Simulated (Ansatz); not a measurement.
Ideal-gas functions of BrH5OSi2, SMILES `[SiH3]O[SiH2]Br` at 800 K and 1 bar, from an Ansatz frequency run at PBE0-D4/def2-TZVP.

Molar mass 157.12 g/mol, point group C1 (symmetry number 1), electronic degeneracy 1, moments of inertia 93.748, 416.082, 496.768 u Å². Harmonic wavenumbers (cm⁻¹, unscaled): 22, 49, 64, 242, 425, 601, 617, 719, 729, 742, 879, 954, 954, 958, 989, 1131, 2234, 2244, 2252, 2259, 2273.

Use S(trans) = R[1.5 ln M + 2.5 ln T − 1.1517]; rotational temperatures θ = 24.2544 K / I; S(rot) = R[ln(√π/σ · √(T³/θAθBθC)) + 1.5]; for each mode x = 1.438777 ν̃/T, S = R[x/(eˣ − 1) − ln(1 − e⁻ˣ)] and H = RT x/(eˣ − 1); 1 cm⁻¹ = 0.0119627 kJ/mol; R = 8.31446 J/(mol·K).

Task: By hand: the entropy, in J/(mol·K).

Result: Translation 192.4. Rotation: θ = 0.2587, 0.0583, 0.0488 K, giving 130.6. Vibration, mode by mode: 35.17, 28.51, 26.29, 15.30, 10.75, 8.06, 7.86, 6.73, 6.63, 6.51, 5.32, 4.78, 4.78, 4.75, 4.54, 3.71, 0.76, 0.75, 0.74, 0.74, 0.72, in all 183.4. Electronic 0.0. Sum 506.4 J/(mol·K).

Task: By hand: H − E and G − E in kJ/mol, counted from the electronic energy.

Result: Zero-point energy ½ × 21337 × 0.0119627 = 127.6; thermal vibration 62.9; translation, rotation and pV give 4 RT = 26.6. H − E = 217.1 kJ/mol, and G − E = 217.1 − 800 × 506.4/1000 = -188.0 kJ/mol.

Vibration gives 36 % of the entropy, 90.0 J/(mol·K) of it from the modes under 150 cm⁻¹: soft modes count most, and the harmonic formula is weakest for them. The sum counts one conformer and one mirror image; others add a mixing term.
